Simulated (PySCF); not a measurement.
GeH4, SMILES [GeH4].

Geometry optimised at ωB97X-D3(BJ)/def2-TZVPD. The isomer is the one that the SMILES or the coordinates give; other isomers of the formula were not compared.

Two levels are set side by side: PBE/def2-TZVPD (PySCF) and r2SCAN/def2-TZVPD (PySCF). Same geometry, gas phase. Differences are taken from unrounded values.

```tsv
quantity	PBE
orbital gap (eV)	7.93
highest occupied level (eV)	-8.35
lowest empty level (eV)	-0.42
mean polarisability (bohr³)	36.4
```

### Question
These are the PBE values. What does r2SCAN give? (An estimate is asked for; the answer gives what the named calculation found.)

### Answer

| quantity | r2SCAN | PBE minus r2SCAN |
|---|---|---|
| orbital gap (eV) | 9.06 | -1.13 |
| highest occupied level (eV) | -8.70 | 0.35 |
| lowest empty level (eV) | 0.36 | -0.78 |
| mean polarisability (bohr³) | 35.3 | 1.1 |

Rough cost on one machine, each run with all the roots and properties that it gave: r2SCAN against PBE about 3 times.
